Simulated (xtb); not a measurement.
C₇H₇O, doublet, from a rough starting geometry; GFN2-xTB run with xtb.

Input for xtb:
```
$ xtb mol.xyz --gfn 2 --uhf 1 --opt vtight --json

# file mol.xyz
15

C     -2.49601749    -0.03729780    -0.07277615
O     -1.49659970     0.83255162     0.29568187
C     -0.20177503     0.41864068     0.15505740
C      0.73387191     1.43781841     0.63338914
C      2.06360158     1.11065603     0.50555038
C      2.55832183    -0.07828289     0.05929823
C      1.56521351    -1.00563303    -0.36854863
C      0.26997080    -0.74687018    -0.30066356
H     -3.40685026     0.49875295     0.02618824
H     -2.53720718    -0.90020568     0.47695540
H     -2.42782695    -0.30293876    -1.15422899
H      0.39214503     2.33821112     1.05340848
H      3.58749514    -0.26737103    -0.02998836
H      1.93507064    -1.94488704    -0.75112066
H     -0.47370417    -1.45232308    -0.64381173
```

It wrote (shortened):

```
   ID    Z sym.   atoms
    1    6 C      1, 3-8
    2    8 O      2
    3    1 H      9-15

           -------------------------------------------------
          |                Calculation Setup                |
           -------------------------------------------------

           -------------------------------------------------
          |                 G F N 2 - x T B                 |
           -------------------------------------------------

          ...................................................
          :                      SETUP                      :
          :.................................................:
          :  # basis functions                  39          :
          :  # atomic orbitals                  39          :
          :  # shells                           23          :
          :  # electrons                        41          :
          :  max. iterations                   250          :
          :  Hamiltonian                  GFN2-xTB          :
          :  restarted?                      false          :
          :  GBSA solvation                  false          :
          :  PC potential                    false          :
          :  electronic temp.          300.0000000     K    :
          :  accuracy                    1.0000000          :
          :  -> integral cutoff          0.2500000E+02      :
          :  -> integral neglect         0.1000000E-07      :
          :  -> SCF convergence          0.1000000E-05 Eh   :
          :  -> wf. convergence          0.1000000E-03 e    :
          :  Broyden damping             0.4000000          :
          :  net charge                          0          :
          :  unpaired electrons                  1          :
          ...................................................

 iter      E             dE          RMSdq      gap      omega  full diag
   1    -22.8442173 -0.228442E+02  0.458E+00    2.43       0.0  T
   2    -22.8663549 -0.221376E-01  0.280E+00    2.20       1.0  T
   3    -22.8529695  0.133854E-01  0.147E+00    2.57       1.0  T
   4    -22.8741411 -0.211716E-01  0.343E-01    2.26       1.0  T
   5    -22.8749699 -0.828797E-03  0.881E-02    2.33       1.0  T
   6    -22.8749957 -0.258340E-04  0.511E-02    2.30       1.0  T
   7    -22.8750077 -0.119659E-04  0.186E-02    2.32       1.4  T
   8    -22.8750083 -0.644627E-06  0.797E-03    2.31       3.2  T
   9    -22.8750090 -0.678172E-06  0.202E-03    2.31      12.8  T
[...]
 * total energy  :   -22.4872533 Eh     change       -0.1821405E-09 Eh
 * total energy  :   -22.5022120 Eh     change       -0.1495861E-01 Eh
 * total energy  :   -22.5042712 Eh     change       -0.2059222E-02 Eh
 * total energy  :   -22.5043883 Eh     change       -0.1171684E-03 Eh
 * total energy  :   -22.5044192 Eh     change       -0.3083374E-04 Eh
 * total energy  :   -22.5044268 Eh     change       -0.7671740E-05 Eh
 * total energy  :   -22.5044300 Eh     change       -0.3153173E-05 Eh
 * total energy  :   -22.5044312 Eh     change       -0.1192049E-05 Eh
 * total energy  :   -22.5044320 Eh     change       -0.7648452E-06 Eh
 * total energy  :   -22.5044323 Eh     change       -0.3286640E-06 Eh
 * total energy  :   -22.5044325 Eh     change       -0.1804401E-06 Eh
 * total energy  :   -22.5044325 Eh     change       -0.7842658E-07 Eh
   *** GEOMETRY OPTIMIZATION CONVERGED AFTER 12 ITERATIONS ***
         :: total energy             -22.504432546716 Eh    ::
[...]

 ---------------------------------------------------------------------------
     #   Z sym  total        # sym  WBO       # sym  WBO       # sym  WBO
 ---------------------------------------------------------------------------
     1   6 C    3.947 --     2 O    0.983     9 H    0.979    11 H    0.977
                            10 H    0.977
     2   8 O    2.234 --     3 C    1.062     1 C    0.983
     3   6 C    3.931 --     8 C    1.382     4 C    1.294     2 O    1.062
                             6 C    0.102
     4   6 C    3.983 --     5 C    1.531     3 C    1.294    12 H    0.954
                             7 C    0.116
     5   6 C    3.281 --     4 C    1.531     6 C    1.469     8 C    0.101
     6   6 C    3.987 --     5 C    1.469     7 C    1.396    13 H    0.960
                             3 C    0.102
     7   6 C    3.986 --     8 C    1.440     6 C    1.396    14 H    0.962
                             4 C    0.116
     8   6 C    3.986 --     7 C    1.440     3 C    1.382    15 H    0.960
                             5 C    0.101
     9   1 H    0.995 --     1 C    0.979
    10   1 H    0.998 --     1 C    0.977
    11   1 H    0.998 --     1 C    0.977
    12   1 H    0.996 --     4 C    0.954
    13   1 H    0.998 --     6 C    0.960
    14   1 H    0.998 --     7 C    0.962
    15   1 H    0.999 --     8 C    0.960
 ---------------------------------------------------------------------------

Topologies differ in total number of bonds
Writing topology from bond orders to xtbtopo.mol

molecular dipole:
                 x           y           z       tot (Debye)
 q only:       -0.370      -0.445      -0.202
   full:       -0.543      -0.691      -0.312       2.371
molecular quadrupole (traceless):
                xx          xy          yy          xz          yz          zz
 q only:        3.133       0.620      -1.229       0.456       0.389      -1.904
  q+dip:        3.157      -1.071      -0.077      -0.204       1.504      -3.080
   full:        2.507      -0.275      -0.883       0.047       0.379      -1.623

optimized geometry written to: xtbopt.xyz

           -------------------------------------------------
          | TOTAL ENERGY              -22.504432546716 Eh   |
          | GRADIENT NORM               0.000046007654 Eh/α |
          | HOMO-LUMO GAP               2.675334339135 eV   |
           -------------------------------------------------

normal termination of xtb
```
